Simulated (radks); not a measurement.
V IX, configuration [Ne] 3s1 3p3 4p1 (not the ground configuration).

Method: non-relativistic Kohn-Sham, RPBE, spin-polarised, spherical densities, point nucleus; open shells are filled with parallel spins first; computed with a radial shooting solver on a logarithmic mesh with Libxc functionals.

Energy parts (eV):
| part | energy |
|---|---|
| total | -24942.207 |
| kinetic | 24928.753 |
| electron-nucleus | -56365.303 |
| Hartree | 7578.219 |
| exchange-correlation | -1083.877 |

Orbitals (lengths in bohr, moments of r in powers of bohr; r(90%) holds 90 % of the orbital's charge):
\begin{tabular}{lrrrrrr}
orbital & occ. & eigenvalue (eV) & <r^2> & <r^4> & r(90%) & <1/r> \\ \hline
1s up & 1 & -5521.637 & 0.006028 & 0.00009295 & 0.119 & 22.53 \\
1s down & 1 & -5519.323 & 0.006025 & 0.00009286 & 0.119 & 22.53 \\
2s up & 1 & -783.7822 & 0.1129 & 0.02224 & 0.479 & 4.763 \\
2s down & 1 & -781.5860 & 0.1124 & 0.02193 & 0.478 & 4.765 \\
2p up & 3 & -691.8051 & 0.09172 & 0.01710 & 0.448 & 4.702 \\
2p down & 3 & -688.9230 & 0.09140 & 0.01687 & 0.447 & 4.701 \\
3s up & 1 & -229.9216 & 0.8120 & 0.9842 & 1.23 & 1.681 \\
3p up & 3 & -202.7382 & 0.8377 & 1.087 & 1.27 & 1.607 \\
4p up & 1 & -91.3908 & 3.792 & 20.18 & 2.61 & 0.7567 \\
\end{tabular}

The highest occupied level is 4p up at -91.391 eV. Virial ratio -V/T = 2.00054. The density falls to 0.001 e/bohr^3 at r = 2.96 bohr.
